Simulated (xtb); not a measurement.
xtb input (GFN2-xTB):

```bash
xtb mol.xyz --gfn 2 --ohess tight --chrg -1 --uhf 0
```
mol.xyz:
```
13

Si    -0.04054480    -0.16810425    -0.59927053
N     -1.25519442     0.12970730     0.60975266
Si    -2.91101538    -0.03230980     0.45527393
O      1.36307305     0.21558878     0.12043230
Si     2.95225691     0.28559608     0.17819861
H      0.02853351    -1.64799618    -0.89616608
H     -0.17645335     0.62311634    -1.77432953
H     -3.47429610     0.91101793    -0.45380422
H     -3.22860588    -1.37275648    -0.00842367
H     -3.51020572     0.14558079     1.84190827
H      3.26153353     0.80731866     1.47370218
H      3.42930472     1.16492179    -0.91606834
H      3.53128447    -1.04736413    -0.04249923
```

End of the output:

```
   ------------------------------------------------------------------------

         :::::::::::::::::::::::::::::::::::::::::::::::::::::
         ::                  THERMODYNAMIC                  ::
         :::::::::::::::::::::::::::::::::::::::::::::::::::::
         :: total free energy         -16.582343417892 Eh   ::
         ::.................................................::
         :: total energy              -16.616671105827 Eh   ::
         :: zero point energy           0.070302918434 Eh   ::
         :: G(RRHO) w/o ZPVE           -0.035975230499 Eh   ::
         :: G(RRHO) contrib.            0.034327687935 Eh   ::
         :::::::::::::::::::::::::::::::::::::::::::::::::::::

optimized geometry written to: xtbopt.xyz

           -------------------------------------------------
          | TOTAL ENERGY              -16.616671105827 Eh   |
          | TOTAL ENTHALPY            -16.535367131504 Eh   |
          | TOTAL FREE ENERGY         -16.582343417892 Eh   |
          | GRADIENT NORM               0.000282169882 Eh/α |
          | HOMO-LUMO GAP               3.862921402601 eV   |
           -------------------------------------------------

------------------------------------------------------------------------
Note: The following floating-point exceptions are signalling: IEEE_UNDERFLOW_FLAG IEEE_DENORMAL
normal termination of xtb
------------------------------------------------------------------------
 total:
 SCF:
 ANC optimizer:
 analytical hessian:
```

It need not be the lowest isomer of its formula. Whether it binds its extra electron was not tested at this geometry.
